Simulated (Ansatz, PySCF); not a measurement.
Bond stretch in SH (cation, charge +1), lowest triplet found (which spin is the ground state isn't settled by this scan).

Computed with: UKS-B3LYP/6-31G* = PySCF with unrestricted B3LYP/6-31G*, spherical d; UKS-PBE = unrestricted PBE/cc-pVTZ (Ansatz, a first-principles code); FCI = full CI/cc-pVTZ, frozen core (Ansatz).

Energies relative to the lowest point of each curve between 1.13 and 1.71 Å, where full CI is lowest, in mEh:

```json
[
 {"R / Å": "1.13", "UKS-B3LYP/6-31G*": "40.4", "UKS-PBE": "41.6"},
 {"R / Å": "1.25", "UKS-B3LYP/6-31G*": "8.0", "UKS-PBE": "9.3"},
 {"R / Å": "1.29", "UKS-B3LYP/6-31G*": "3.3", "UKS-PBE": "4.3"},
 {"R / Å": "1.33", "UKS-B3LYP/6-31G*": "0.7", "UKS-PBE": "1.3"},
 {"R / Å": "1.42", "UKS-B3LYP/6-31G*": "1.0", "UKS-PBE": "0.4"},
 {"R / Å": "2.16", "UKS-B3LYP/6-31G*": "78.8", "UKS-PBE": "76.0"},
 {"R / Å": "2.41", "UKS-B3LYP/6-31G*": "95.6", "UKS-PBE": "94.4"},
 {"R / Å": "2.67", "UKS-B3LYP/6-31G*": "106.2", "UKS-PBE": "105.6"},
 {"R / Å": "2.98", "UKS-B3LYP/6-31G*": "114.0", "UKS-PBE": "113.1"},
 {"R / Å": "3.43", "UKS-B3LYP/6-31G*": "120.3", "UKS-PBE": "118.3"},
 {"R / Å": "3.95", "UKS-B3LYP/6-31G*": "123.3", "UKS-PBE": "119.9"},
 {"R / Å": "4.58", "UKS-B3LYP/6-31G*": "123.7", "UKS-PBE": "119.2"}
]
```

Question: What does FCI give at the same points?

Answer: 1.13: 38.1; 1.25: 7.4; 1.29: 3.0; 1.33: 0.6; 1.42: 1.0; 2.16: 80.0; 2.41: 100.3; 2.67: 114.0; 2.98: 122.9; 3.43: 128.2; 3.95: 129.9; 4.58: 130.5 (mEh).

The unrestricted determinant behind UKS-B3LYP/6-31G* is spin-contaminated at 2.16 to 4.58 Å (<S²> up to 2.8, against 2.00 for a pure triplet). The unrestricted determinant behind UKS-PBE is spin-contaminated at 2.16 to 4.58 Å (<S²> up to 2.7, against 2.00 for a pure triplet).
